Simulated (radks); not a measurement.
Values are calculated unless marked as measured or tabulated.
Ionisation of the praseodymium ion Pr18+, [Kr] 4d5, to [Kr] 4d4 as the strength of local exchange is varied. Code: a radial shooting solver on a logarithmic mesh with Libxc functionals. Model: scalar-relativistic Kohn-Sham, Slater X-alpha exchange (alpha = 2/3 is LDA exchange), no correlation, spin-polarised, spherical densities, point nucleus; open shells are filled with parallel spins first (spin-orbit coupling, left out, can overturn this in heavy ions).

alpha	E(Pr18+) (hartree)	exchange (hartree)	IE (eV)	-e of the level emptied (eV)	<r> of it (bohr)
0.605	-9085.1519	-170.7860	514.40	497.46 (4d)	0.6450
0.667	-9102.7283	-188.5843	518.87	501.93 (4d)	0.6424
0.752	-9126.8701	-213.0745	525.03	508.09 (4d)	0.6390
0.845	-9153.3437	-239.9884	531.81	514.87 (4d)	0.6353
0.864	-9158.7599	-245.5022	533.20	516.27 (4d)	0.6346
0.893	-9167.0319	-253.9279	535.33	518.40 (4d)	0.6334
0.953	-9184.1655	-271.3988	539.75	522.82 (4d)	0.6311
0.999	-9197.3188	-284.8280	543.15	526.22 (4d)	0.6293

NIST Atomic Spectra Database: 516 +/- 3 eV (theoretical). The Delta-SCF value meets it near alpha = 0.63. Open shells are spherical and high-spin; term and fine-structure splittings are not resolved. Spin-orbit splitting is averaged out at the scalar-relativistic level.
